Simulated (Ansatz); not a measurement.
Ansatz (a first-principles code) input (RI-MP2/aug-cc-pVTZ):
A basis named .json is the Basis Set Exchange file of that set.

Ansatz 0.2 input:
```yaml
crystal:
  periodic: [false, false, false]
  atoms:
    - {symbol: Ge, position_ang: [-2.07857526, 1.33344413, 0.27027474]}
    - {symbol: Ge, position_ang: [-0.84141448, -0.51021083, 1.27777831]}
    - {symbol: Ge, position_ang: [0.80136135, -1.36409547, -0.31316826]}
    - {symbol: Ge, position_ang: [2.11741681, 0.48416546, -1.20570588]}
    - {symbol: H, position_ang: [-3.17762669, 1.85792012, 1.21172420]}
    - {symbol: H, position_ang: [-1.11286937, 2.48804688, -0.05140771]}
    - {symbol: H, position_ang: [-2.73453619, 0.87125949, -1.04344594]}
    - {symbol: H, position_ang: [-1.81203186, -1.62681778, 1.71295936]}
    - {symbol: H, position_ang: [-0.11046594, -0.00357572, 2.53779856]}
    - {symbol: H, position_ang: [1.72599717, -2.39921897, 0.35903683]}
    - {symbol: H, position_ang: [0.06614967, -2.07022649, -1.47051812]}
    - {symbol: H, position_ang: [1.19699933, 1.44885693, -1.97471630]}
    - {symbol: H, position_ang: [3.21702467, -0.01427188, -2.16055611]}
    - {symbol: H, position_ang: [2.78012992, 1.26232214, -0.05459992]}
basis:
  gaussian:
    orbitals: aug-cc-pVTZ
    fitting: {mean_field: def2-universal-jkfit, correlation: aug-cc-pVTZ-RIFIT.json}
magnetization: {spin_polarized: true, initial_magnetization: 2}
correlation: {method: mp2, electrons: outside_noble_gas}
```

Output:

```
Functional definition: HF
integrals: 2.12 GiB planned
1244 factors; integrals over basis functions are off by at most 1.1e0 eV
2.46 GiB of device memory are held for the factors and their scratch space
mean field: 4.35 GiB planned
mean field evaluation 1: about -226048.7816 eV, gradient 1.3e1 eV
mean field evaluation 2: about -226050.8126 eV, gradient 4.7e0 eV
mean field evaluation 4: about -226051.2570 eV, gradient 1.0e0 eV
mean field evaluation 8: about -226051.3541 eV, gradient 8.1e-2 eV
mean field evaluation 16: about -226051.3763 eV, gradient 2.0e-6 eV
mean field evaluation 32: about -226050.8987 eV, gradient 1.2e0 eV
mean field evaluation 64: about -226051.3558 eV, gradient 1.2e0 eV
mean field evaluation 96: about -226051.0555 eV, gradient 2.5e0 eV
mean field evaluation 128: about -226048.7816 eV, gradient 1.3e1 eV
mean field -226051.37626867 eV, -8307.2348547474 hartree, gradient 2.0e-6 eV, S^2 2.020939; 17 other end points of the search recorded, 0 dependent functions left out
56 core orbitals not correlated
1224 factors; their error is unknown
reference -226051.37626867 eV, -8307.2348547474 hartree; 14, 12 occupied and 396, 398 virtual orbitals, 1224 factors
second order -13.60763278 eV of doubles, -0.00000000 eV of singles
Total energy: -226064.98390144 eV, -8307.7349260284 hartree
```

This state (charge 0, triplet) is run at the relaxed geometry of the species with charge 0 and multiplicity 1, and is a spin state other than that species' own.
